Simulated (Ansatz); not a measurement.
Calculated with Ansatz (gas phase, PBE0-D4/def2-TZVP geometries, no zero-point term in ΔE). CCSD(T)/CBS adds triple-zeta CCSD(T) − MP2 to the extrapolated MP2 energy (def2 sets, frozen cores). Functionals use def2-TZVPP. For Br, Ge outer-core shells are correlated without core-valence functions, which leaves a few kJ/mol of doubt a bond. Scalar relativity is left out up to krypton. One conformer a species, not always the lowest.

Consider the formal exchange of groups at a Ge–S bond: `C[S][Ge][SH]` + `OC(O)Br` → `[SH][Ge][Br]` + `CSC(O)O`.

`C[S][Ge][SH]`:

Z-matrix (Å, degrees):
```
C
S 1 1.814
H 1 1.089 2 109.1
H 1 1.091 2 111.1 3 120.3
H 1 1.089 2 109.1 3 -119.4
Ge 2 2.216 1 101.2 3 -120.5
S 6 2.244 2 97.0 1 -180.0
H 7 1.345 6 98.7 2 0.0
```

`OC(O)Br`:

Cartesian coordinates in Å:
```
O -0.840 0.060 -0.905
C -0.028 -0.321 0.124
O 0.506 0.739 0.827
Br 1.529 -1.351 -0.508
H -0.341 0.652 -1.482
H -0.595 -1.017 0.743
H -0.232 1.237 1.201
```

`[SH][Ge][Br]`:

```xyz
4

S    -1.086   -0.740    0.708
Ge    1.130   -0.427    0.705
Br    1.319    1.090   -1.090
H    -1.364    0.077   -0.322
```

`CSC(O)O`:

```xyz
11

C    -0.305    1.766   -0.267
S    -1.211    0.219   -0.393
C    -0.032   -0.924    0.379
O     1.218   -0.728   -0.206
O    -0.502   -2.219    0.219
H    -0.945    2.534   -0.702
H    -0.111    2.024    0.775
H     0.630    1.714   -0.822
H     0.004   -0.753    1.460
H     1.856   -1.257    0.285
H    -0.601   -2.376   -0.728
```

```json
{"level": "ωB97M-V", "ΔE (kcal/mol)": "-10.6", "difference from CCSD(T)/CBS": "-1.2"}
{"level": "B2PLYP", "ΔE (kcal/mol)": "-9.5", "difference from CCSD(T)/CBS": "-0.1"}
{"level": "r2SCAN", "ΔE (kcal/mol)": "-8.5", "difference from CCSD(T)/CBS": "0.9"}
{"level": "PBE0", "ΔE (kcal/mol)": "-9.3", "difference from CCSD(T)/CBS": "0.1"}
{"level": "MP2/def2-TZVPP", "ΔE (kcal/mol)": "-8.4", "difference from CCSD(T)/CBS": "1.0"}
{"level": "CCSD/def2-TZVPP", "ΔE (kcal/mol)": "-9.6", "difference from CCSD(T)/CBS": "-0.2"}
{"level": "MP2/def2-QZVPP", "ΔE (kcal/mol)": "-8.8", "difference from CCSD(T)/CBS": "0.6"}
{"level": "SCS-MP2/def2-QZVPP", "ΔE (kcal/mol)": "-9.4", "difference from CCSD(T)/CBS": "0.0"}
{"level": "HF/CBS(def2)", "ΔE (kcal/mol)": "-12.6", "difference from CCSD(T)/CBS": "-3.2"}
{"level": "MP2/CBS(def2)", "ΔE (kcal/mol)": "-9.0", "difference from CCSD(T)/CBS": "0.4"}
{"level": "CCSD(T)/CBS", "ΔE (kcal/mol)": "-9.4", "difference from CCSD(T)/CBS": "0"}
```

Largest T1 diagnostic among the species: 0.014.

From PBE to PBE0 (25 % exact exchange), in def2-TZVPP and without D4, ΔE moves by −1.0 kcal/mol. In def2-TZVPP, CCSD(T) changes the Hartree–Fock value by +3.6 kcal/mol (the triples alone add +0.7 kcal/mol) and MP2 by +4.0 kcal/mol.
